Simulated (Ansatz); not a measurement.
CH$_{4}$O$_{3}$SW (`C[O][W](=[O])([OH])=[S]`). The species carries charge 0 and has multiplicity 1. W takes the def2 core potential.

```xyz
10

C    -1.0295   -0.3207   -1.5715
O    -0.0025   -0.4546   -0.6159
W     0.7496    0.4062    0.8342
O     2.3673    0.7844    0.4712
O     0.6755   -0.6970    2.3552
S    -0.3373    2.2141    1.1931
H    -1.6015   -1.2502   -1.6016
H    -0.5841   -0.1398   -2.5520
H    -1.6893    0.5091   -1.3076
H     1.4519   -1.0516    2.7949
```

(1) List the harmonic frequencies (cm⁻¹, unscaled) at PBE0-D4/def2-TZVP in Ansatz. (Best estimate.)

(2) Is this a minimum?

(3) Give the ideal-gas thermochemistry at 298.15 K and 1 bar (rigid rotor, harmonic oscillator; point group C1, symmetry number 1).

(4) And at 400, 500, 600, 800 and 1000 K?

(5) Rotational constants (cm⁻¹)?

## Answers

(1) Ansatz gave: 41, 83, 101, 201, 211, 218, 257, 259, 304, 553, 592, 629, 735, 1028, 1154, 1174, 1183, 1471, 1484, 1489, 3042, 3129, 3132, 3899.

(2) Yes, all 24 modes are real.

(3) Zero-point energy 157.7 kJ/mol; H(298) − E = 183.6 kJ/mol; entropy 404.3 J/(mol·K), of which translation 179.1, rotation 119.4, vibration 105.7; G(298) − E = 63.0 kJ/mol. Modes under 100 cm⁻¹ are hindered rotations or soft bends, so the harmonic entropy is rough.

(4) 
```json
{"T (K)": "400", "H − E (kJ/mol)": "197.0", "S (J/mol/K)": "443.1", "G − E (kJ/mol)": "19.8"}
{"T (K)": "500", "H − E (kJ/mol)": "211.7", "S (J/mol/K)": "475.8", "G − E (kJ/mol)": "-26.2"}
{"T (K)": "600", "H − E (kJ/mol)": "227.6", "S (J/mol/K)": "504.6", "G − E (kJ/mol)": "-75.2"}
{"T (K)": "800", "H − E (kJ/mol)": "261.8", "S (J/mol/K)": "553.8", "G − E (kJ/mol)": "-181.2"}
{"T (K)": "1000", "H − E (kJ/mol)": "298.7", "S (J/mol/K)": "594.9", "G − E (kJ/mol)": "-296.2"}
```

(5) 0.0724, 0.05829, 0.04452.
